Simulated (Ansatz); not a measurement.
Abridged output of a molecular run in Ansatz:

```
Functional definition: HF
951 factors; integrals over basis functions are off by at most 1.5e-3 eV
mean field evaluation 1: about -6878.6365 eV, gradient 3.3e1 eV
mean field evaluation 2: about -6878.7767 eV, gradient 3.4e1 eV
mean field evaluation 4: about -6881.4176 eV, gradient 4.0e0 eV
mean field evaluation 8: about -6881.4649 eV, gradient 2.2e-1 eV
mean field -6881.46504404 eV, -252.8891759439 hartree, gradient 7.5e-7 eV, S^2 0.000000; 0 other end points of the search recorded, 0 dependent functions left out
5 core orbitals not correlated: weight in the atoms' cores, before any rotation towards them, 1.000 or more for the frozen orbitals, at most 0.000 for the correlated occupied ones
reference -6881.46504404 eV, -252.8891759439 hartree; 14, 14 occupied and 76, 76 virtual orbitals, 951 factors
second order -19.38647867 eV of doubles, -0.00000000 eV of singles
cycle   1  -19.85421868 eV  change   -4.7e-1 eV  update   1.0e-1
cycle   2  -20.37170838 eV  change   -5.2e-1 eV  update   2.9e-2
cycle   3  -20.50325695 eV  change   -1.3e-1 eV  update   1.7e-2
cycle   4  -20.49346593 eV  change    9.8e-3 eV  update   5.0e-3
cycle   5  -20.49330214 eV  change    1.6e-4 eV  update   2.2e-3
cycle   6  -20.49370573 eV  change   -4.0e-4 eV  update   6.2e-4
cycle   7  -20.49325755 eV  change    4.5e-4 eV  update   2.0e-4
cycle   8  -20.49321320 eV  change    4.4e-5 eV  update   6.6e-5
cycle   9  -20.49324873 eV  change   -3.6e-5 eV  update   2.5e-5
cycle  10  -20.49324257 eV  change    6.2e-6 eV  update   1.0e-5
perturbative correction -0.58698638 eV, -0.0215713516 hartree
Total energy: -6902.54527299 eV, -253.6638600692 hartree
```

Its atoms:

Z-matrix (Å, degrees):
```
C
O 1 1.432
B 1 1.571 2 101.8
H 1 1.102 2 111.1 3 120.0
H 1 1.093 2 108.5 3 -122.5
C 2 1.392 1 108.4 3 -20.5
O 3 1.350 1 107.3 2 10.9
H 3 1.191 1 131.8 2 -169.9
H 6 1.100 2 111.9 1 -94.8
H 6 1.092 2 109.3 1 142.8
```

Task: Which basis set was used?
A. cc-pV(T+d)Z
B. def2-SVP
C. def2-SVPD
D. def2-TZVPPD

Result: B. It gives 95 functions.

Task: Write the keys of the input that set method, charge and spin (a neutral closed shell needs none for the last two).

Result: 
```yaml
correlation: {method: ccsd_t}
```
